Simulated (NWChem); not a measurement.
# C₄H₅NS; SMILES n1c(C)scc1

```xyz
11

C     -0.0353    -2.2488     0.0000
C     -0.1991    -0.7586     0.0000
N     -1.3469    -0.1446     0.0000
C     -1.1862     1.2239     0.0000
C      0.0993     1.6778     0.0000
S      1.1928     0.3302     0.0000
H     -1.0280    -2.7050     0.0000
H      0.5115    -2.5954     0.8847
H      0.5115    -2.5954    -0.8847
H     -2.0670     1.8563     0.0000
H      0.4569     2.6981     0.0000
```
Atoms are numbered in this order, from 1.

All runs: NWChem. Pople sets run with spherical d functions. The geometry was optimised at B3LYP/6-31G* (spherical d). Level: B3LYP/6-31G* with SMD (1 M gas to 1 M solution), gas-phase geometry.

What does the run give for solvent water? Quantities: solvation free energy (kcal/mol); cavity-dispersion-structure term (kcal/mol); dipole in solution (D).


```yaml
solvation free energy (kcal/mol): -3.4
cavity-dispersion-structure term (kcal/mol): 1.5
dipole in solution (D): 1.48
```
